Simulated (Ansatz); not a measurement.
`F[CH2][InH2]` + NH₃ → `[NH2][InH2]` + `CF` at 298.15 K and 1 bar (ligand exchange at the In–C bond).

Computed with Ansatz on PBE0-D4/def2-TZVP structures; ΔE is electronic, products minus reactants. CCSD(T)/CBS is the MP2 limit (def2-TZVPP, def2-QZVPP) plus CCSD(T) − MP2 in def2-TZVPP, frozen cores. This one scheme is used for every species. def2 core potentials past Kr. For In outer-core shells are correlated without core-valence functions, which leaves a few kJ/mol of doubt a bond.

```json
{"species": "`F[CH2][InH2]`", "CCSD(T)/CBS energy (Eh)": "-330.00580", "H − E (kJ/mol)": "121.8", "S (J/(mol·K))": "314.4"}
{"species": "NH₃", "CCSD(T)/CBS energy (Eh)": "-56.50880", "H − E (kJ/mol)": "100.5", "S (J/(mol·K))": "192.4"}
{"species": "`[NH2][InH2]`", "CCSD(T)/CBS energy (Eh)": "-246.90424", "H − E (kJ/mol)": "110.5", "S (J/(mol·K))": "281.1"}
{"species": "`CF`", "CCSD(T)/CBS energy (Eh)": "-139.63461", "H − E (kJ/mol)": "113.4", "S (J/(mol·K))": "222.6"}
```

H − E and S are ideal-gas, rigid-rotor, harmonic terms from PBE0-D4/def2-TZVP. 1 Eh = 2625.50 kJ/mol, R = 8.31446 J/(mol·K).

**Question.** By hand: ΔE, ΔH, ΔS and ΔG.

**Answer.** ΔE = (-246.90424) + (-139.63461) − (-330.00580) − (-56.50880) = -0.02425 Eh = -63.7 kJ/mol. Δ(H − E) = 110.5 + 113.4 − 121.8 − 100.5 = 1.6, so ΔH = -62.1 kJ/mol. ΔS = 281.1 + 222.6 − 314.4 − 192.4 = -3.1 J/(mol·K). ΔG = -62.1 − 298.15 × (-3.1)/1000 = -61.2 kJ/mol.

**Question.** By hand: the equilibrium constant, and the temperature at which ΔG would vanish if ΔH and ΔS stayed fixed.

**Answer.** log₁₀ K = −ΔG/(RT ln 10) = 10.7. ΔG = 0 at ΔH/ΔS = 20032 K, far beyond where these terms or the molecules hold.

The number of gas molecules stays the same, so ΔS is small and ΔH decides. A doubt of 5 kJ/mol in ΔE shifts log₁₀ K by 0.9 here. These are equilibria of isolated gas molecules and say nothing of rates. Largest T1 diagnostic: 0.016 (customary marks: 0.02 for closed shells, 0.045 for open ones).
